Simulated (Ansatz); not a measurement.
An input meant for ZnN₄O₂H₁₄ (charge 0, singlet; atoms displaced at random, 0.03 Å in each coordinate).

```yaml
crystal:
  periodic: [false, false, false]
  atoms:
    - {symbol: N, position_ang: [2.292047, -0.096133, 0.424921]}
    - {symbol: N, position_ang: [-2.783886, 1.362773, 0.691201]}
    - {symbol: N, position_ang: [-0.283075, 2.228352, -0.293229]}
    - {symbol: N, position_ang: [1.291002, -2.622539, -0.242879]}
    - {symbol: O, position_ang: [-0.936488, -0.754382, 0.889863]}
    - {symbol: O, position_ang: [0.585949, -0.522354, -2.058335]}
    - {symbol: Zn, position_ang: [0.300680, 0.220295, -0.421008]}
    - {symbol: H, position_ang: [-0.577471, -0.714918, 1.768148]}
    - {symbol: H, position_ang: [-0.226022, -0.812501, -2.492770]}
    - {symbol: H, position_ang: [3.014267, 0.171545, -0.196230]}
    - {symbol: H, position_ang: [2.206168, -1.236354, 0.308169]}
    - {symbol: H, position_ang: [2.568648, 0.185935, 1.285483]}
    - {symbol: H, position_ang: [-2.243993, 0.505476, 0.870704]}
    - {symbol: H, position_ang: [-3.538629, 1.149700, 0.117006]}
    - {symbol: H, position_ang: [-3.185516, 1.602365, 1.595676]}
    - {symbol: H, position_ang: [-1.220936, 2.153676, -0.002810]}
    - {symbol: H, position_ang: [-0.372992, 2.532608, -1.296886]}
    - {symbol: H, position_ang: [0.151445, 2.918148, 0.221523]}
    - {symbol: H, position_ang: [0.327544, -2.532050, 0.249029]}
    - {symbol: H, position_ang: [1.437521, -3.589667, -0.466173]}
    - {symbol: H, position_ang: [1.091823, -2.192319, -1.148354]}
basis:
  gaussian: {orbitals: STO-3G}
magnetization: {spin_polarized: true, initial_magnetization: 8}
hamiltonian: {xc: {name: B3LYP5}}
output: {forces: true}
```

```sh
$ ansatz run in.yaml --threads 4 --pin off --events-out ev --progress --plain --max-ram 4787MiB
```

It prints (some lines left out):

```
Functional definition: B3LYP5
773 factors; integrals over basis functions are off by at most 5.2e-4 eV
mean field evaluation 1: about -56922.1017 eV, gradient 2.6e2 eV
mean field evaluation 2: about -57482.3546 eV, gradient 1.3e2 eV
mean field evaluation 4: about -57797.6385 eV, gradient 1.1e2 eV
mean field evaluation 8: about -57797.6378 eV, gradient 1.1e2 eV
mean field evaluation 16: about -57966.2299 eV, gradient 1.4e1 eV
mean field evaluation 32: about -57967.9587 eV, gradient 2.1e-5 eV
mean field evaluation 64: about -57967.9457 eV, gradient 3.7e-1 eV
mean field -57967.95872617 eV, -2130.2831910932 hartree, gradient 2.3e-7 eV, S^2 20.002983; 6 other end points of the search recorded, 0 dependent functions left out
reference -57967.95900432 eV, -2130.2832013148 hartree; 48, 40 occupied and 14, 22 virtual orbitals, 773 factors
Total energy: -57967.95900432 eV, -2130.2832013148 hartree
Atom 0 at     2.292047    -0.096133     0.424921 Å, force    -0.807075    -6.445336    -3.574616 eV/Å
Atom 1 at    -2.783886     1.362773     0.691201 Å, force     3.552237     2.458480     1.398408 eV/Å
Atom 2 at    -0.283075     2.228352    -0.293229 Å, force    -0.427467    -0.192510    -4.312095 eV/Å
Atom 3 at     1.291002    -2.622539    -0.242879 Å, force     0.079144     1.919889     2.850352 eV/Å
Atom 4 at    -0.936488    -0.754382     0.889863 Å, force    -6.132005    -2.246550    -3.901053 eV/Å
Atom 5 at     0.585949    -0.522354    -2.058335 Å, force     9.557294     0.190727    -1.106650 eV/Å
Atom 6 at     0.300680     0.220295    -0.421008 Å, force    -0.895629     2.196084     1.272273 eV/Å
Atom 7 at    -0.577471    -0.714918     1.768148 Å, force     2.972048     0.188221     7.285265 eV/Å
Atom 8 at    -0.226022    -0.812501    -2.492770 Å, force    -8.619502    -3.432900    -5.426137 eV/Å
Atom 9 at     3.014267     0.171545    -0.196230 Å, force     2.790365     1.115404    -2.314580 eV/Å
Atom 10 at     2.206168    -1.236354     0.308169 Å, force    -0.109917     2.203036     0.627116 eV/Å
Atom 11 at     2.568648     0.185935     1.285483 Å, force     2.164566     1.700751     6.753821 eV/Å
Atom 12 at    -2.243993     0.505476     0.870704 Å, force     0.808546    -1.598176    -0.280313 eV/Å
Atom 13 at    -3.538629     1.149700     0.117006 Å, force    -3.450199    -1.300743    -2.760264 eV/Å
Atom 14 at    -3.185516     1.602365     1.595676 Å, force    -0.770511     0.571457     1.471839 eV/Å
Atom 15 at    -1.220936     2.153676    -0.002810 Å, force    -4.516977    -0.548386     1.876536 eV/Å
Atom 16 at    -0.372992     2.532608    -1.296886 Å, force     0.308599     0.688759    -0.307148 eV/Å
Atom 17 at     0.151445     2.918148     0.221523 Å, force     2.761765     4.742391     3.152857 eV/Å
Atom 18 at     0.327544    -2.532050     0.249029 Å, force     0.674140     0.088654    -0.398585 eV/Å
Atom 19 at     1.437521    -3.589667    -0.466173 Å, force     0.579768    -3.783534    -0.396986 eV/Å
Atom 20 at     1.091823    -2.192319    -1.148354 Å, force    -0.519188     1.484280    -1.910043 eV/Å
Dipole moment:    -0.483039    -0.095496     0.378091 e Å
```

In this input the spin is set far too high (8 unpaired electrons typed, 0 in the singlet as meant). Self-consistency was reached. The result belongs to that input, not to the species as meant.
